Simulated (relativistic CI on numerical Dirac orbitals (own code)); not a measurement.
# Line list: Electric-dipole lines, Co2+

Calculated at this level of theory: Dirac-Coulomb-Breit CI, orbitals from a KLI potential per configuration, QED by a radiative potential, valence Slater integrals scaled by 0.85, P86 correlation energy added to each configuration (own radial code, finite nucleus).

CI space (outside the closed core [Ar]): 3d⁷, 3d⁶4s, 3d⁶4p, 3d⁵4s², 3d⁶5s, 3d⁶4d, 3d⁶5p, 3d⁵4s4p, 3d⁶4f, 3d⁶6s, 3d⁶5d, 3d⁶6p, 3d⁶5f, 3d⁶5g, 3d⁶6d, 3d⁶6f, 3d⁵4p², 3d⁵4s5s. Levels of other configurations are missing.

```
λ vac (nm)             Lower               Upper   A (s⁻¹)        gf  Branching (%)
    54.200     3d⁷ ⁴F9/2 [1]  3d⁶5p ⁴F°7/2 [350]  1.59e+08  5.59e-02           32.0
    54.312     3d⁷ ⁴F7/2 [2]  3d⁶5p ⁴F°5/2 [357]  1.74e+08  4.61e-02           35.3
    54.391     3d⁷ ⁴F9/2 [1]  3d⁶5p ⁴D°7/2 [346]  4.80e+08  1.70e-01           53.7
    54.395     3d⁷ ⁴F9/2 [1]  3d⁶5p ⁴F°9/2 [345]  2.22e+08  9.83e-02           50.2
    54.405     3d⁷ ⁴F5/2 [3]  3d⁶5p ⁴F°3/2 [365]  1.65e+08  2.92e-02           34.2
    54.435     3d⁷ ⁴F7/2 [2]  3d⁶5p ⁴F°7/2 [350]  1.08e+08  3.83e-02           21.8
    54.482     3d⁷ ⁴F7/2 [2]  3d⁶5p ⁴D°5/2 [349]  3.93e+08  1.05e-01           44.8
    54.537     3d⁷ ⁴F5/2 [3]  3d⁶5p ⁴D°3/2 [353]  4.09e+08  7.29e-02           45.9
    54.579     3d⁷ ⁴F3/2 [4]  3d⁶5p ⁴D°1/2 [359]  6.61e+08  5.90e-02           71.5
    54.628     3d⁷ ⁴F7/2 [2]  3d⁶5p ⁴D°7/2 [346]  1.46e+08  5.21e-02           16.3
    54.655     3d⁷ ⁴F3/2 [4]  3d⁶5p ⁴D°3/2 [353]  2.16e+08  3.87e-02           24.3
    54.655     3d⁷ ⁴F5/2 [3]  3d⁶5p ⁴D°5/2 [349]  1.96e+08  5.28e-02           22.4
    58.694     3d⁷ ⁴P3/2 [6]  3d⁶5p ⁴P°1/2 [382]  3.67e+08  3.79e-02           54.1
    58.715     3d⁷ ⁴P5/2 [5]  3d⁶5p ⁴P°3/2 [379]  1.98e+08  4.10e-02           29.0
    58.919     3d⁷ ⁴P5/2 [5]  3d⁶5p ⁴P°5/2 [371]  3.16e+08  9.88e-02           45.6
    61.672     3d⁷ ⁴F9/2 [1]  3d⁶4p ⁴D°7/2 [252]  6.71e+07  3.06e-02            7.5
    61.942     3d⁷ ⁴F9/2 [1]  3d⁶4p ⁴F°9/2 [245]  1.00e+08  5.77e-02           11.0
    62.143     3d⁷ ⁴F7/2 [2]  3d⁶4p ⁴D°5/2 [248]  6.97e+07  2.42e-02            7.6
    62.336     3d⁷ ⁴F7/2 [2]  3d⁶4p ⁴F°7/2 [243]  8.30e+07  3.87e-02            8.8
    65.321     3d⁷ ⁴F9/2 [1]  3d⁶4p ⁴D°7/2 [221]  5.79e+07  2.96e-02            5.3
    68.321     3d⁷ ⁴P5/2 [5]  3d⁶4p ⁴D°7/2 [252]  1.37e+08  7.68e-02           15.3
    68.523     3d⁷ ⁴P5/2 [5]  3d⁶4p ⁴D°5/2 [248]  1.03e+08  4.35e-02           11.2
    68.861     3d⁷ ⁴P3/2 [6]  3d⁶4p ⁴D°3/2 [244]  1.16e+08  3.30e-02           12.2
    69.908     3d⁷ ⁴P5/2 [5]  3d⁶4p ⁴S°3/2 [231]  7.07e+08  2.07e-01           36.1
    70.037     3d⁷ ⁴P3/2 [6]  3d⁶4p ⁴S°3/2 [231]  4.02e+08  1.18e-01           20.5
    181.53  3d⁶4s ⁶D9/2 [18]  3d⁶4p ⁶F°11/2 [72]  6.59e+08  3.90e+00          100.0
    182.75  3d⁶4s ⁶D7/2 [19]   3d⁶4p ⁶F°9/2 [73]  5.69e+08  2.85e+00           87.7
    183.65  3d⁶4s ⁶D5/2 [20]   3d⁶4p ⁶F°7/2 [74]  4.45e+08  1.80e+00           69.4
    198.24  3d⁶4s ⁶D9/2 [18]   3d⁶4p ⁶D°9/2 [65]  4.81e+08  2.84e+00           88.6
    199.38  3d⁶4s ⁶D7/2 [19]   3d⁶4p ⁶D°7/2 [66]  2.45e+08  1.17e+00           45.5
```

Terms are leading LS components. Brackets give the number of a level in order of energy, since labels repeat. The list gives strong lines, with weight on those to low levels, without lines whose two gauges differ by over a factor of 2.5, among the lowest 400 of 4114 levels, so that lines to higher ones, which can be the strongest, are missing, and without lines across small gaps between configurations, and without 340 lines that miss the measured interval by over 3.5 %, start from a term whose rates miss tabulated ones by over 60 %, have gauges far apart or, lacking measured levels, span too small a gap for the errors found; lines with a level outside our table were not tested and can miss by more. Levels whose partners in the same complex of configurations lie outside the list can be far off, and so can their lines. Rates are taken at the computed energies, electric ones in the length gauge.

Correlation outside the listed configurations is missing or only estimated: errors of thousands of cm⁻¹ between configurations and terms are usual at this charge. Rates and lifetimes follow the computed energies and can be off by large factors. The fine structure of a lone outer electron comes out too small, for d and f at times inverted, and misplaced configurations move strength between like terms. 59 of the 61 excited levels that our extract of the measured tables holds in this range could be paired (the sources list more); they are missed by 2252 cm⁻¹ on average and 4920 at most, and levels without a partner can miss by more.
